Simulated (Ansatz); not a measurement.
Ideal-gas functions of `Br[SiH]1N[SiH2]1` at 500 K and 1 bar, from an Ansatz frequency run at PBE0-D4/def2-TZVP.

Molar mass 154.12 g/mol, point group C1 (symmetry number 1), electronic degeneracy 1, moments of inertia 57.533, 432.431, 447.818 u Å². Harmonic wavenumbers (cm⁻¹, unscaled): 117, 191, 339, 428, 517, 532, 565, 647, 731, 761, 804, 934, 971, 1013, 2213, 2224, 2240, 3636.

Use S(trans) = R[1.5 ln M + 2.5 ln T − 1.1517]; rotational temperatures θ = 24.2544 K / I; S(rot) = R[ln(√π/σ · √(T³/θAθBθC)) + 1.5]; for each mode x = 1.438777 ν̃/T, S = R[x/(eˣ − 1) − ln(1 − e⁻ˣ)] and H = RT x/(eˣ − 1); 1 cm⁻¹ = 0.0119627 kJ/mol; R = 8.31446 J/(mol·K).

Problem. By hand: the entropy, in J/(mol·K).

Solution. Translation 182.4. Rotation: θ = 0.4216, 0.0561, 0.0542 K, giving 122.4. Vibration, mode by mode: 17.41, 13.39, 8.84, 7.09, 5.74, 5.54, 5.13, 4.25, 3.51, 3.28, 2.98, 2.22, 2.04, 1.85, 0.11, 0.10, 0.10, 0.00, in all 83.6. Electronic 0.0. Sum 388.4 J/(mol·K).

Problem. By hand: H − E and G − E in kJ/mol, counted from the electronic energy.

Solution. Zero-point energy ½ × 18863 × 0.0119627 = 112.8; thermal vibration 23.6; translation, rotation and pV give 4 RT = 16.6. H − E = 153.0 kJ/mol, and G − E = 153.0 − 500 × 388.4/1000 = -41.2 kJ/mol.

Vibration gives 22 % of the entropy, 17.4 J/(mol·K) of it from the mode under 150 cm⁻¹: soft modes count most, and the harmonic formula is weakest for them. The sum counts one conformer and one mirror image; others add a mixing term.
